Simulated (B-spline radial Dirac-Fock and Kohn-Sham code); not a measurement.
## Binding energies of Cs⁶⁺

System: cesium as Cs⁶⁺, configuration [Kr] 4d10 5s2 5p1; nuclear rms radius 4.8041 fm (A = 133).

Method: Dirac-Fock energy differences between relaxed states, corrected for Breit and QED terms. Computed with a radial atomic solver. No correlation. Energies are counted from the vacuum level.

All terms are in eV, carry their sign (relaxation lowers the binding energy) and add up to the binding energy; ⟨r⟩ is the mean radius of the orbital in the initial state.

| subshell | −ε (Koopmans) | relaxation | Gaunt | retardation | self-energy | vacuum polarisation | binding energy | ⟨r⟩ (bohr) |
| --- | --- | --- | --- | --- | --- | --- | --- | --- |
| 1s | 36264.8 | -65.22 | -94.50 | 7.77 | -51.71 | 7.38 | 36068.5 | 0.026 |
| 2s | 5853.7 | -33.54 | -8.95 | 0.54 | -6.53 | 0.86 | 5806.1 | 0.112 |
| 2p1/2 | 5496.3 | -37.25 | -15.91 | 1.78 | 0.39 | -0.02 | 5445.3 | 0.094 |
| 2p3/2 | 5142.7 | -35.76 | -11.37 | 2.15 | -0.21 | -0.05 | 5097.5 | 0.100 |
| 3s | 1319.7 | -13.11 | -1.31 | 0.05 | -1.35 | 0.17 | 1304.2 | 0.297 |
| 3p1/2 | 1169.4 | -13.71 | -2.51 | 0.26 | 0.08 | -0.01 | 1153.5 | 0.288 |
| 3p3/2 | 1099.9 | -13.11 | -1.64 | 0.34 | -0.03 | -0.01 | 1085.4 | 0.299 |
| 3d3/2 | 839.3 | -14.81 | -0.79 | 0.04 | 0.13 | -0.01 | 823.8 | 0.270 |
| 3d5/2 | 824.7 | -14.56 | -0.42 | 0.05 | 0.09 | -0.01 | 809.9 | 0.274 |
| 4s | 326.4 | -3.30 | -0.22 | 0.01 | -0.28 | 0.04 | 322.6 | 0.693 |
| 4p1/2 | 269.8 | -3.18 | -0.44 | 0.05 | 0.03 | 0.00 | 266.3 | 0.721 |
| 4p3/2 | 255.5 | -2.96 | -0.26 | 0.06 | 0.01 | 0.00 | 252.3 | 0.746 |
| 4d3/2 | 161.9 | -2.57 | -0.06 | 0.00 | 0.03 | 0.00 | 159.3 | 0.819 |
| 4d5/2 | 159.4 | -2.50 | 0.01 | 0.00 | 0.03 | 0.00 | 157.0 | 0.829 |
| 5s | 96.10 | -0.29 | -0.04 | 0.00 | -0.05 | 0.01 | 95.72 | 1.598 |
| 5p | 80.91 | -0.19 | -0.06 | 0.01 | 0.01 | 0.00 | 80.67 | 1.786 |

For the deepest level, K (1s), the Breit terms make up -0.240 % of the binding energy, QED -0.123 % and orbital relaxation -0.181 %.

Spin-orbit splittings: 2p 347.8 eV, 3p 68.09 eV, 3d 13.96 eV, 4p 13.96 eV, 4d 2.30 eV.

Going to the tabulated ground configuration of the next ion removes an electron from O2,3 (5p), computed at 80.67 eV. NIST lists 82.9 ± 2 eV as the ionisation energy of this species (theoretical), +2.23 eV from the computed value. Where a p, d or f shell is open in either ion the computed value averages over both j values and all terms, while the table refers to the lowest levels; that difference holds spin-orbit splitting (largest in heavy or highly charged ions), term energies where several electrons share open shells, and correlation, and it can reach 10 % or more.
